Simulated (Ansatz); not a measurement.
Ga(H)2(Et) (C₂H₇Ga), SMILES C[CH2][GaH2].

Geometry optimised at B3LYP-D3(BJ)/def2-SVP. The structure was generated by enumeration; whether it is a known compound was not checked.

Two levels are set side by side: PBE/def2-SVPD (Ansatz, a program for electronic structure) and PBE0/def2-SVPD (Ansatz). Energy differences of separate SCF runs at the same geometry; the states with an electron removed or added have multiplicity 2 and 2. Differences are taken from unrounded values.

```json
[
 {"quantity": "vertical ionisation energy (eV)", "PBE0": "9.62", "PBE": "9.43", "PBE minus PBE0": "-0.19"},
 {"quantity": "vertical singlet–triplet gap (eV)", "PBE0": "4.40", "PBE": "4.18", "PBE minus PBE0": "-0.22"}
]
```
